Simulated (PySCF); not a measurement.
Task: What does the GFN2-xTB structure of `FC(F)(F)[C@H]1COCCO1` look like in three dimensions?

Result: 
```
atom  x, y, z in Å
F1     2.931   -0.345   -0.842
C2     2.189    0.025    0.217
F3     2.279   -0.963    1.110
F4     2.786    1.093    0.746
C5     0.750    0.309   -0.203
C6     0.093   -0.944   -0.806
O7    -1.251   -0.677   -1.115
C8    -1.959   -0.263    0.038
C9    -1.306    0.980    0.646
O10    0.056    0.728    0.948
H11    0.772    1.117   -0.955
H12    0.165   -1.766   -0.078
H13    0.582   -1.230   -1.738
H14   -2.976   -0.048   -0.289
H15   -1.969   -1.074    0.780
H16   -1.773    1.250    1.592
H17   -1.376    1.819   -0.060
```

Orientation and origin are arbitrary. Atoms count from 1 in this order. The 6-membered ring C5–C6–O7–C8–C9–O10 has internal angles of 109.9° to 110.8° (sum 663°, against 720° for a flat polygon); it is puckered, 0.23 Å rms from its mean plane, widest ring torsion 58°. Of the pairs four or more bonds apart, F3···H12 is among the closest relative to their van der Waals radii: 2.55 Å, 96 % of the sum of Bondi's values.

Bonds between heavy atoms (Å): F1–C2 1.344, C2–F3 1.335, C2–F4 1.334, C2–C5 1.526, C5–C6 1.538, C6–O7 1.405, O7–C8 1.415, C8–C9 1.529, C9–O10 1.418, C5–O10 1.408.

The geometry is computed with GFN2-xTB (gas phase).

Point group: C1 (no symmetry element, even within 0.4 Å). Not checked by GFN2-xTB frequencies. One conformer, not necessarily the lowest (C2–C5–C6–O7 177°, C5–C6–O7–C8 -58°, C6–O7–C8–C9 58°, O7–C8–C9–O10 -57°).
